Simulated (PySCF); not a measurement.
## UHF on Ti³⁺ (titanium, charge +3)

Configuration: [Ar] 3d1, 2D determinant. Calculation: PySCF 2.14, in x2c-TZVPPall (6s5p4d2f1g, 64 functions); scalar relativity by spin-free X2C-1e.

```json
{"Total energy": "-851.082206 hartree", "One-electron energy": "-1142.9230 hartree", "Hartree (Coulomb) energy": "332.4799 hartree", "Exchange energy": "-40.6391 hartree", "⟨S²⟩": "0.7518", "⟨L²⟩": "6.019", "Sum of ⟨r⟩": "12.12 bohr", "Sum of ⟨r²⟩": "12.94 bohr²", "Traceless quadrupole moment −½Σ⟨3z² − r²⟩ along its main axis": "0.514 e·bohr²", "Langevin diamagnetic susceptibility": "-10.2 ×10⁻⁶ cm³/mol"}
```

```tsv
shell	electrons	mean orbital energy (eV)	spread (eV)	rms radius, mean of both spins (bohr)
1s α	1	-5051.5	0	0.0804
1s β	1	-5051.5	0	0.0804
2s α	1	-623.73	0	0.350
2s β	1	-623.16	0	0.350
2p α	3	-519.43	0.050	0.320
2p β	3	-518.85	0.754	0.320
3s α	1	-112.61	0	1.06
3s β	1	-110.63	0	1.06
3p α	3	-82.275	1.354	1.15
3p β	3	-79.834	1.960	1.15
3d α	1	-43.368	0	1.39
```

Densities and radii are taken from the X2C orbitals without a picture-change correction, which distorts them close to the nucleus.

Spin-orbit constants ζ (cm⁻¹) from the X2C one-electron operator on these orbitals: bare nucleus, nucleus screened by l(l+1)(2l+1)/3 electrons, and screened by the Breit-Pauli mean field of the electrons.

```csv
shell,bare,screened nucleus,mean field
2p,33210,30190,28800
3p,3794,3449,3268
3d,321.6,175.4,152.6
```

To first order the Landé constant is A = 152.6 cm⁻¹, so the lowest level has J = 3/2 and lies 0.0284 eV below the centre of the term.
